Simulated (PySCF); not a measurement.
Correlation energy of S²⁺ (sulfur, charge +2)

[Ne] 3s1 3p2 3d1, one real determinant (an excited configuration). Computed with PySCF 2.14 in dyall-av3z, with the spin-free X2C one-electron Hamiltonian (Gaussian nucleus). Frozen: [Ne]; 4 electrons correlated; the 23 highest virtual orbitals of each spin left out.

MP2 pair energies summed by pair of shells (mhartree):

```json
{"pair": "3p-3d", "energy": "-12.28", "share (%)": "46.1"}
{"pair": "3p-3p", "energy": "-7.20", "share (%)": "27.0"}
{"pair": "3s-3p", "energy": "-4.08", "share (%)": "15.3"}
{"pair": "3s-3d", "energy": "-3.08", "share (%)": "11.6"}
```

Total MP2 correlation energy: -26.64 mhartree.

Same-spin part -26.64 and opposite-spin part 0.00 mhartree; SCS-MP2 scales them by 1/3 and 6/5 to -8.88 mhartree.

The reference is one real determinant that mixes LS terms of this configuration.
